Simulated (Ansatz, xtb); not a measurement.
Relative energy of two isomers of C4H4N2SSi

We compare I, `N#Cc1csc([SiH3])n1`, a singlet, with II, `N#Cc1ncc([SiH3])s1`, a singlet. Both are isolated molecules in the gas phase, relaxed with r2SCAN-D4/def2-SVP.

Quicker runs give these differences E(II) − E(I): GFN2-xTB −0.65 kJ/mol; HF/STO-3G +10.16 kJ/mol (at GFN2-xTB geometries); r2SCAN-D4/def2-SVP//GFN2-xTB −5.51 kJ/mol.

Task: Estimate which is lower in electronic energy at CCSD(T)/def2-SVP + ΔMP2/def2-TZVPP, and by roughly how much.

Result: Too close to call at this level: CCSD(T)/def2-SVP + ΔMP2/def2-TZVPP gives E(II) − E(I) = −1.42 kJ/mol.

Level by level:

```
                             level            geometry  E(II) − E(I) (kJ/mol)  departure from the last row (kJ/mol)  job, with rough time for the two
                          GFN2-xTB            GFN2-xTB                   −0.65                                 +0.77              optimisation, 0.31 s
                         HF/STO-3G            GFN2-xTB                  +10.16                                +11.58              single point, 0.99 s
      r2SCAN-D4/def2-SVP//GFN2-xTB            GFN2-xTB                   −5.51                                 −4.09               single point, 6.1 s
                r2SCAN-D4/def2-SVP  r2SCAN-D4/def2-SVP                   −5.65                                 −4.23                optimisation, 56 s
                       HF/def2-SVP  r2SCAN-D4/def2-SVP                   +3.28                                 +4.71           part of the CCSD(T) run
                      MP2/def2-SVP  r2SCAN-D4/def2-SVP                   −6.06                                 −4.64           part of the CCSD(T) run
                  CCSD(T)/def2-SVP  r2SCAN-D4/def2-SVP                   −2.28                                 −0.86                      single point
CCSD(T)/def2-SVP + ΔMP2/def2-TZVPP  r2SCAN-D4/def2-SVP                   −1.42                                                     single point, 2 min
```

As drawn, both hold the same kinds of bond in the same numbers.

The largest departure from CCSD(T)/def2-SVP + ΔMP2/def2-TZVPP is that of HF/STO-3G, 11.58 kJ/mol. The last row adds to CCSD(T) the change of the MP2 difference between the two basis sets, here +0.86 kJ/mol.

With thermal terms from frequencies at re-optimised GFN2-xTB minima (ideal gas, soft modes damped towards free rotors, one conformer each, 298.15 K, 1 atm): on the last row, ΔE + ΔZPE = −0.48, ΔH = −0.68, ΔG = −0.27 kJ/mol.

The correlated steps freeze 16 core orbitals. Run with Ansatz 0.2.0, xtb 6.7.1; the last row on 2 threads of Intel(R) Xeon(R) Platinum 8488C (Sapphire Rapids) on a shared host.
